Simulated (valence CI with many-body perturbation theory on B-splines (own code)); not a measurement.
Results of a calculation; reference values are marked as such.
Assign the levels of Zr7+

Level of theory: relativistic CI+MBPT: five valence electrons over a frozen Dirac-Fock core [Ar] 3d10, radial functions for each j: 9 s, 9 p, 8 d, 6 f, 3 g, 1 h, with the one-electron correlation potential Σ1, the two-electron term Σ2, the three-electron term Σ3, Breit, model QED; selected CI, second order for the rest, scaled by the run's own slope (own B-spline code, finite nucleus).

No measured levels were compared; by estimate levels hold to about 250 cm⁻¹ or 0.2 % of their energy and the worst to 1 %, as in measured heavy ions of charge 2 to 7; those with d or f electrons hold less well. Among the levels kept, up to 800 cm⁻¹ of a level comes from second order outside the variational space, and about a tenth of that is noise between levels of different J, which matters for small intervals.

| No. | J | Parity | E (cm⁻¹) | g |
| --- | --- | --- | --- | --- |
| 1 | 3/2 | odd | 0.0 | 1.932 |
| 2 | 3/2 | odd | 23305 | 0.943 |
| 3 | 5/2 | odd | 29072 | 1.200 |
| 4 | 1/2 | odd | 46598 | 0.665 |
| 5 | 3/2 | odd | 55786 | 1.260 |
| 6 | 5/2 | even | 188140 | 1.588 |
| 7 | 3/2 | even | 198270 | 1.721 |
| 8 | 1/2 | even | 201920 | 2.645 |
| 9 | 3/2 | even | 231480 | 0.833 |
| 10 | 5/2 | even | 234440 | 1.213 |
| 14 | 3/2 | even | 294650 | 0.473 |
| 15 | 5/2 | even | 298760 | 1.081 |
| 16 | 7/2 | even | 305120 | 1.254 |
| 17 | 5/2 | even | 306830 | 0.968 |

Energies count from the lowest level. Strongly mixed levels and levels close to another of their J and parity are left out, so the numbers can have gaps.

Problem. Give configuration and LS term of each level.

Solution. 1: 4s²4p³ ⁴S°; 2: 4s²4p³ ²D°; 3: 4s²4p³ ²D°; 4: 4s²4p³ ²P°; 5: 4s²4p³ ²P°; 6: 4s4p⁴ ⁴P; 7: 4s4p⁴ ⁴P; 8: 4s4p⁴ ⁴P; 9: 4s4p⁴ ²D; 10: 4s4p⁴ ²D; 14: 4s²4p²4d ⁴F; 15: 4s²4p²4d ⁴F; 16: 4s²4p²4d ⁴F; 17: 4s²4p²4d ²F.
